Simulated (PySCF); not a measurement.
**Multinuclear NMR of C4H4FNO2**

Structure with atom numbers: `[O:1]=[CH:2][C:3](=[O:4])[NH:5]/[CH:6]=[CH:7]/[F:8]`. Hydrogens are named by the atom that carries them.

- structure optimised with GFN2-xTB
- shieldings: GIAO PBE0/pcSseg-1
- program: PySCF 2.14.0 with density-fitted response routines
- gas phase, relativity neglected, single conformer

(1) Where does ¹⁹F resonate?

(2) What are the ¹⁵N shifts?

(3) Where does ¹⁷O resonate?

## Answers

(1) 
| atoms | environment | σ (ppm) | δ (ppm) |
| --- | --- | --- | --- |
| F8 | vinylic fluorine | 334.5 | -155.9 |

Shieldings were converted by a linear fit to measured shifts: ¹⁹F: δ = 146.13 − 0.903σ +14.6 on sp3 carbon (rms 6.0 ppm, 223 shifts, 7.0 ppm with the 5 outliers that the fit left out vs CFCl3, solution or neat liquid). Occasional misses reach two or three times the rms, and more in compound classes unlike the fitted ones.

On a 400 MHz spectrometer ¹⁹F resonates near 376.4 MHz, so 1 ppm is 376.4 Hz.

(2) 
```csv
atoms,environment,σ (ppm),δ (ppm)
N5,amide-type nitrogen,134.0,-271.5
```

Shieldings were converted by a linear fit to measured shifts: ¹⁵N: δ = -148.07 − 0.921σ (rms 6.3 ppm, 71 shifts vs CH3NO2, solution or neat liquid). A few per cent of atoms miss by over 2 rms, more outside the fitted compound classes.

On a 600 MHz spectrometer ¹⁵N resonates near 60.8 MHz, so 1 ppm is 60.8 Hz.

(3) 
```tsv
atoms	environment	σ (ppm)	δ (ppm)
O1	aldehyde oxygen	-347.8	583.6
O4	amide-type carbonyl oxygen	-74.8	334.9
```

Shieldings were converted by a linear fit to measured shifts: ¹⁷O: δ = 266.70 − 0.911σ (rms 10.7 ppm, 155 shifts, 12.2 ppm with the 3 outliers that the fit left out vs liquid water, solution or neat liquid). A few per cent of atoms miss by over 2 rms, more outside the fitted compound classes.

On a 400 MHz spectrometer ¹⁷O resonates near 54.2 MHz, so 1 ppm is 54.2 Hz.

Hydrogen bonding in solution shields acid and N–H amide carbonyl oxygens by tens of ppm.
